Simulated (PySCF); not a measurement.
# Correlation energy of Kr⁺ (krypton, charge +1)

[Ar] 3d10 4s2 4p5, 2P determinant. Calculation: PySCF 2.14, in cc-pVTZ-DK; the spin-free X2C one-electron Hamiltonian (Gaussian nucleus). Frozen: [Ar] 3d10; 7 electrons correlated.

MP2 pair energies summed by pair of shells (mhartree):

| pair | energy | share (%) |
| --- | --- | --- |
| 4p-4p | -85.11 | 62.0 |
| 4s-4p | -44.35 | 32.3 |
| 4s-4s | -7.76 | 5.7 |

Total MP2 correlation energy: -137.22 mhartree.

Same-spin part -31.28 and opposite-spin part -105.95 mhartree; SCS-MP2 scales them by 1/3 and 6/5 to -137.56 mhartree.

```json
{"level": "CCSD", "correlation energy (mhartree)": "-157.01"}
{"level": "(T)", "correlation energy (mhartree)": "-3.94"}
{"level": "CCSD(T)", "correlation energy (mhartree)": "-160.95"}
```

Diagnostics: T1 = 0.0054, D1 = 0.0184, largest double amplitude 0.047.

Is a single reference adequate?

Yes, within this model without spin-orbit coupling: T1 lies below 0.03 and no double amplitude reaches 0.07.
